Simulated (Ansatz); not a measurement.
```yaml
crystal:
  periodic: [false, false, false]
  atoms:
    - {symbol: C, position_ang: [-2.075963, 0.146952, 0.717033]}
    - {symbol: In, position_ang: [-0.546453, 0.332516, -0.757726]}
    - {symbol: P, position_ang: [1.935161, -0.406366, 0.172577]}
    - {symbol: Cl, position_ang: [-0.310018, -1.228590, -2.513616]}
    - {symbol: Cl, position_ang: [0.350767, 2.430066, -1.367097]}
    - {symbol: H, position_ang: [-3.032372, 0.418029, 0.269923]}
    - {symbol: H, position_ang: [-1.866274, 0.817074, 1.550089]}
    - {symbol: H, position_ang: [-2.124296, -0.883052, 1.069020]}
    - {symbol: H, position_ang: [2.616146, 0.288396, 1.193598]}
    - {symbol: H, position_ang: [2.867660, -0.245484, -0.868617]}
    - {symbol: H, position_ang: [2.251041, -1.726440, 0.555318]}
basis:
  gaussian: {orbitals: x2c-TZVPPall}
magnetization: {spin_polarized: true, initial_magnetization: 2}
hamiltonian: {xc: {name: PBE1PBE}}
output: {forces: true}
```

```sh
$ ansatz run in.yaml --threads 8 --pin off --events-out ev --progress --plain --max-ram 18278MiB
```

Shortened log:

```
Error: YAML parse error: error: line 18 column 19: hamiltonian.xc: no functional is named "PBE1PBE"; the names, which are not case-sensitive, are SVWN5, SPW92, PBE, PBE0, PBEsol, revPBE, revPBE0, RPBE, rPW86-PBE, HSE06, wPBEh, LC-wPBE, HISS, HF, BLYP, B3LYP, B3LYP5, BHLYP, CAM-B3LYP, r2SCAN, r2SCANh, r2SCAN0, r2SCAN50, m-r2SCAN, B97, wB97, wB97X, wB97X-V, B97M-V, wB97M-V, B2PLYP, B2GP-PLYP, PBE0-DH, PBE-QIDH
16 |   gaussian: {orbitals: x2c-TZVPPall}
17 | magnetization: {spin_polarized: true, initial_magnetization: 2}
18 | hamiltonian: {xc: {name: PBE1PBE}}
19 | output: {forces: true}
```

In this input the method's name isn't one that the program takes here. The program refused the input.
